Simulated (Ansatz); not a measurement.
Consider the redistribution: `[CH3][SnH2][CH2][SiH3]` + `C#C[SiH2][AlH2]` → `C#[C][SnH2][CH3]` + `[AlH2][SiH2]C[SiH3]`.

Calculated with Ansatz (gas phase, PBE0-D4/def2-TZVP geometries, no zero-point term in ΔE). CBS: MP2 limit from def2 TZ/QZ plus the TZ coupled-cluster correction, frozen cores. Functionals use def2-TZVPP. B3LYP here is the variant with VWN-RPA as its local correlation; programs differ in this. Elements past krypton have def2 core potentials. For Sn outer-core shells are correlated without core-valence functions, which leaves a few kJ/mol of doubt a bond. Each species was taken in one conformer, which may not be the lowest.

Problem. Is it downhill or uphill in electronic energy at CCSD(T)/CBS, and by how much? (Estimate.)

Solution. The calculation gave: Nearly level: ΔE = -0.6 kcal/mol.

Problem. What do these levels give: r2SCAN-D4, B3LYP-D4, ωB97M-V, r2SCAN, PBE0, HF/def2-TZVPP? (An estimate is asked.)

Solution. Ansatz gave: r2SCAN-D4 -1.8, B3LYP-D4 0.3, ωB97M-V -2.3, r2SCAN -1.7, PBE0 -1.9, HF/def2-TZVPP 2.4 kcal/mol.

Largest T1 diagnostic among the species: 0.013.

The D4 term adds −1.0 kcal/mol with B3LYP and −0.5 kcal/mol with PBE0; it sums over pairs of atoms, weighted by their polarisabilities, and B3LYP, whose exchange is more repulsive, gets the larger term. In def2-TZVPP, CCSD(T) changes the Hartree–Fock value by −4.0 kcal/mol (the triples alone add −0.6 kcal/mol) and MP2 by −3.4 kcal/mol.
